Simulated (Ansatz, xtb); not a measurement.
# Isomers of B2H3NSi in order of energy

6 gas-phase structures of B2H3NSi, found in a search over its isomers (lower ones may exist). Each was relaxed with GFN2-xTB:

A. a singlet given by its coordinates
B. `B1B2[SiH2]N12`, a singlet
C. `B1B[SiH]=N1`, a singlet
D. `B=N[SiH]=B`, a singlet
E. `B=[Si]=NB`, a singlet
F. a singlet given by its coordinates

F (Å):

```yaml
atoms:
  - { symbol: B, position_ang: [1.6259, 0.4582, -0.9036] }
  - { symbol: B, position_ang: [0.0624, -1.4869, 0.1657] }
  - { symbol: N, position_ang: [1.0301, -0.5841, -0.2233] }
  - { symbol: Si, position_ang: [1.7119, -1.7009, 1.1147] }
  - { symbol: H, position_ang: [1.5815, 1.5483, -0.4552] }
  - { symbol: H, position_ang: [2.2538, 0.2362, -1.8775] }
  - { symbol: H, position_ang: [-1.0293, -1.5985, -0.2298] }
```

Close contacts (Å): B1–N3 1.38, B2–N3 1.38, B2–Si4 1.91, N3–Si4 1.87, B1–H5 1.18, B1–H6 1.18, B2–H7 1.17.

A (Å):

```xyz
7

B     0.9285    0.8323    0.3696
B     1.0132   -0.3574   -0.7023
N     0.0741   -0.1221    0.9089
Si   -0.8021   -1.4526    1.1869
H     0.2599   -0.4380   -1.6108
H     1.1529    1.8710    0.8532
H     1.7933   -1.2405   -0.5990
```

Close contacts (Å): B1–B2 1.60, B1–N3 1.39, B2–N3 1.88, N3–Si4 1.62, B1–H6 1.17, B2–H5 1.18, B2–H7 1.18.

Task: Estimate their order in r2SCAN-D4/def2-SVP energy at these geometries, lowest first.

Result: Calculated order at r2SCAN-D4/def2-SVP: F (0.0), A (14.0), B (18.4), C (41.1), D (44.7), E (71.6) kcal/mol.

Energies above the lowest of each column, in kcal/mol:

```
structure  GFN2-xTB  HF/STO-3G  r2SCAN-D4/def2-SVP
        F       0.0        0.0                 0.0
        A       1.8       20.0                14.0
        B      21.8       53.3                18.4
        C      21.3       69.4                41.1
        D      22.2       80.9                44.7
        E      25.1      128.3                71.6
```

Every level run on F puts it lowest or level with the lowest. Some further structures that were screened fall inside this span and aren't listed. Flexible structures stand in one conformer each, not always the lowest. Frequencies (B3LYP-D3(BJ)/def2-SVP) were run for F alone.

Over these structures GFN2-xTB departs from r2SCAN-D4/def2-SVP by 13.3 kcal/mol on average once a common shift is removed. A GFN2-xTB relaxation took about 0.12 s and the r2SCAN-D4/def2-SVP energy about 2.2 s on a shared host (Ansatz 0.2.0, xtb 6.7.1).
